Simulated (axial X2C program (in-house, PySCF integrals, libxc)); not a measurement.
**MoCl: nuclear properties from DFT to coupled cluster**

Calculated with an axial X2C code built on PySCF integrals: two-component X2C with atomic mean-field Coulomb and Gaunt terms, Gaussian nuclei, basis Mo dyall-acv3z, Cl dyall-av3z with contracted cores.

R = 2.294 Å (near the PBE0 minimum at charge 0 of the determinant lowest at the starting distance; the state shown can have its own minimum elsewhere); state Ω = 5/2 (⟨Sz⟩ = 2.50, ⟨Lz⟩ = 0.00 at PBE0).

| level | Eeff magnitude (GV/cm) | Ws magnitude Mo (kHz) | A∥/gI Mo (MHz) | qzz Mo (a.u.) | A∥/gI Cl (MHz) | μ (D) |
| --- | --- | --- | --- | --- | --- | --- |
| PBE0 | 0.668 | 0.0725 | 395 | -0.17 | -13.8 | -4.49 |
| HF | 0.709 | 0.0699 | 249 | -0.81 | -20.1 | -5.48 |
| B3LYP | 0.321 | 0.00668 | 449 | -0.07 | -11.3 | -4.26 |

Eeff is the effective electric field on the electron electric dipole moment in this Ω state and Ws the scalar–pseudoscalar constant of the nucleus named (defined with the proton number Z and per Ω); A∥ (defined per Ω) follows by multiplying with gI = μI/(I μN); qzz is the electric field gradient, eQq0 = 234.96 MHz × Q/barn × qzz; μ is positive if the Cl end (last atom) is positive. The operators were transformed with the bare-nucleus X2C matrices; with these basis sets, hyperfine constants and field gradients can be off by tens of per cent, and where levels differ in sign neither size nor sign is settled.

Finite-field MP2, CCSD and CCSD(T), with 21 electrons correlated in 130 natural virtual spinors (MP2 remainder added):

```
  level  Eeff magnitude (GV/cm)  Ws magnitude Mo (kHz)  A∥/gI Mo (MHz)  qzz Mo (a.u.)  A∥/gI Cl (MHz)  μ (D)
    MP2                    1.27                  0.178             301          -0.56           -15.4  -4.94
   CCSD                   0.827                 0.0967             336          -0.57           -15.3  -4.93
CCSD(T)                    0.74                 0.0813             348          -0.50           -14.4  -4.73
```

T1 = 0.013 (Lee–Taylor). One unrestricted determinant, the lowest of a limited PBE0 search, is the reference; the functionals treat spin collinearly. With several open shells it need not be a pure state. Eeff spreads by more than a factor of two over the levels. Correlation of the inner shells is missing, which matters for properties at the nucleus. Number of frozen shells: Mo 3 s, 2 p, 1 d; Cl 2 s, 1 p.

By how much does correlation change each value, CCSD(T) against HF?

Eeff magnitude 4 %; Ws magnitude Mo 16 %; A∥/gI Mo 40 %; qzz Mo -38 %; A∥/gI Cl -28 %; μ -14 %.
